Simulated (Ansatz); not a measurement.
Job for Ansatz (a quantum-chemistry and plane-wave program): R-CCSD(T)/aug-cc-pVDZ on CH2O3 (a complex).

Ansatz 0.2 input:
```yaml
crystal:
  periodic: [false, false, false]
  atoms:
    - {symbol: O, position_ang: [0.36048348, -0.03780729, 0.39010603]}
    - {symbol: H, position_ang: [-0.06909815, 0.59331809, -0.19604100]}
    - {symbol: H, position_ang: [0.40219371, -0.86639545, -0.09790964]}
    - {symbol: O, position_ang: [0.42078704, -1.09100653, 3.21207973]}
    - {symbol: C, position_ang: [0.07315032, 0.01278572, 3.13570464]}
    - {symbol: O, position_ang: [-0.28192618, 1.11632311, 3.10574451]}
basis:
  gaussian:
    orbitals: aug-cc-pVDZ
magnetization: {spin_polarized: false}
correlation: {method: ccsd_t, electrons: outside_noble_gas}
scf: {lower_state_search: off}
```

The log:

```
WARN ansatz: RAYON_NUM_THREADS=1 ignored (pool sized by the plan → 1); use --threads N
Functional definition: HF
these checks for a lower state are left out or cut short: stability, starts, cluster_reference, orbital_swaps, neighbouring_geometries, increment
integrals: 0.17 GiB planned
1063 factors; integrals over basis functions are off by at most 7.8e-4 eV
mean field: 0.24 GiB planned
mean field evaluation 1: about -7171.7495 eV, gradient 4.9e1 eV
mean field evaluation 2: about -7171.7520 eV, gradient 4.9e1 eV
mean field evaluation 4: about -7175.8145 eV, gradient 2.8e0 eV
mean field evaluation 8: about -7175.8396 eV, gradient 2.7e-4 eV
mean field -7175.83961867 eV, -263.7072420272 hartree, gradient 9.3e-7 eV, S^2 0.000000; 0 other end points of the search recorded, 0 dependent functions left out
4 core orbitals not correlated
reference -7175.83961867 eV, -263.7072420272 hartree; 12, 12 occupied and 94, 94 virtual orbitals, 1063 factors
second order -19.76642673 eV of doubles, -0.00000000 eV of singles
coupled cluster: 0.52 GiB planned
cycle   1  -19.17546087 eV  change    5.9e-1 eV  update   1.3e-1
cycle   2  -19.73820463 eV  change   -5.6e-1 eV  update   4.0e-2
cycle   3  -19.87855404 eV  change   -1.4e-1 eV  update   1.8e-2
cycle   4  -19.86669967 eV  change    1.2e-2 eV  update   3.1e-3
cycle   5  -19.86413835 eV  change    2.6e-3 eV  update   1.0e-3
cycle   6  -19.86498513 eV  change   -8.5e-4 eV  update   2.8e-4
cycle   7  -19.86475521 eV  change    2.3e-4 eV  update   9.0e-5
cycle   8  -19.86470433 eV  change    5.1e-5 eV  update   2.4e-5
cycle   9  -19.86470907 eV  change   -4.7e-6 eV  update   8.4e-6
perturbative correction -0.71971950 eV, -0.0264492039 hartree
Total energy: -7196.42404724 eV, -264.4637058247 hartree
Checks for a lower state left out: stability, starts, cluster_reference, orbital_swaps, neighbouring_geometries, increment
```

Self-consistency was reached.

Cost: around 9 core-seconds (rough).
